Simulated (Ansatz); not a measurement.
Isomers of Zn3F4⁺ (doublet), relaxed with r2SCAN-D4/def2-SVP; total energies from Ansatz at ωB97X-V/def2-TZVP.

```csv
isomer,description,energy (Eh)
A,point group C2v; 8 × F–Zn 1.85 to 1.97 Å,-5736.98116
B,point group C3v; 9 × F–Zn 1.91 to 2.07 Å,-5736.96330
C,point group Cs; 8 × F–Zn 1.73 to 2.13 Å,-5736.97992
```

The isomers come from a short search, and lower ones may exist.

Problem. Work out the relative energies (1 Eh = 2625.5 kJ/mol) and the Boltzmann populations at 1200 K from electronic energies alone (R = 8.314 J/mol/K).

Solution. ΔE: A 0.0, B 46.9, C 3.3 kJ/mol. RT = 9.98 kJ/mol. Factors exp(−ΔE/RT): A 1, B 0.0091, C 0.718; sum 1.727. Populations: A 57.9 %, B 0.5 %, C 41.6 %. Zero-point energy, vibrational entropy and symmetry numbers are left out and can shift these; an error of 4 kJ/mol changes a ratio by a factor of 1.5. Over the other density-functional and correlated levels in def2 sets, the gap between A and C ranges from -2 to 29 kJ/mol.
